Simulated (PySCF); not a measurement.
1-fluoro-1-methylcyclobutane (C5H9F), SMILES CC1(CCC1)F.

Geometry: PBE0-D3(BJ)/def2-SVP.

Two levels are set side by side: PBE/def2-TZVP (PySCF) and ωB97X/def2-TZVP (PySCF). Same geometry, gas phase. Differences are taken from unrounded values.

```json
[
 {"quantity": "orbital gap (eV)", "ωB97X": "14.05"},
 {"quantity": "highest occupied level (eV)", "ωB97X": "-10.93"},
 {"quantity": "lowest empty level (eV)", "ωB97X": "3.11"},
 {"quantity": "dipole moment (D)", "ωB97X": "1.78"},
 {"quantity": "mean polarisability (bohr³)", "ωB97X": "57.7"}
]
```

Question: What does PBE give, and how far is it from ωB97X? (The exact figures need the calculation; the answer reports its results.)

Answer: 
```tsv
quantity	PBE	PBE minus ωB97X
orbital gap (eV)	7.39	-6.66
highest occupied level (eV)	-7.03	3.90
lowest empty level (eV)	0.36	-2.76
dipole moment (D)	1.63	-0.15
mean polarisability (bohr³)	60.4	2.6
```

PBE's occupied levels lie high since its potential decays too fast outside the molecule; exact exchange lowers them and widens the gap. Loosely held outer electrons make PBE densities more polarisable. Differences between two approximate levels are no errors against the true value.

Rough cost on one machine, each run with all the roots and properties that it gave: ωB97X against PBE within a factor of 2.
